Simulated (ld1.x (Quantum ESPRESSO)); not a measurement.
The numbers below are computed, except where a source is named.
# Potentials for tin compared

Generated with ld1.x 7.5 (TM, RRKJ, ultrasoft, PAW), atompaw 4.2 or ONCVPSP 4.0.1. The cutoff is in Ry: for ld1.x and atompaw files where the sum of valence levels is converged to 10 mRy in a Bessel basis, for ONCV files where the hardest occupied wave has 1 mHa per electron of residual kinetic energy. The error is the largest all-electron minus pseudo excitation energy over each file’s own four to seven test configurations (ionisations up to +4, promotions, holes and added fractions of an electron), all of which were solved. The labels leave out finer settings (local radius, basis sizes, second energies), which also bear on the numbers. Spin-polarised tests are not counted. The rows are a selection from randomly drawn settings: files with unsolved tests, undetermined cutoffs or missed reference levels are left out.

A true bound ghost makes a file unfit for plane-wave use even where its test errors are small: the radial tests pick states by their node count and pass the ghost by.

| potential | cutoff (Ry) | largest error (meV) | bound ghosts |
| --- | --- | --- | --- |
| TM, LDA (PZ), scalar-relativistic, rc 1.45/2.25 (sp), local s, core correction yes, reference 5s1.5 5p2.5 | 40 | -222 | none |
| TM semilocal, Wu–Cohen, scalar-relativistic, rc 1.55/1.95/1.60 (spd), local p, core correction no, reference 4d10 5s2 5p1.5 | 90 | -101 | none |
| TM, revPBE, scalar-relativistic, rc 1.75/2.65/1.50 (spd), local smoothed, core correction yes, reference 4d10 5s1 5p3 | 90 | -19 | none |
| ultrasoft, PBE, scalar-relativistic, rc 1.90/1.80/1.45 (spd), local smoothed, core correction yes, reference 4p6 4d10 5s2 5p1 | 70 | +69 | s |

Task: Fill in the row for Sn: ultrasoft, PBE, scalar-relativistic, rc 1.55/1.70/1.20 (spd), local smoothed, core correction no, reference 4s2 4p6 4d10 5s2 5p2.

Result: cutoff 100 Ry, largest error -16 meV, bound ghosts: none.

Task: Fill in the row for Sn: TM semilocal, PBEsol, scalar-relativistic, rc 1.55/1.75/1.10 (spd), local p, core correction yes, reference 4d10 5s2 5p2.

Result: cutoff 100 Ry, largest error -20 meV, bound ghosts: none.
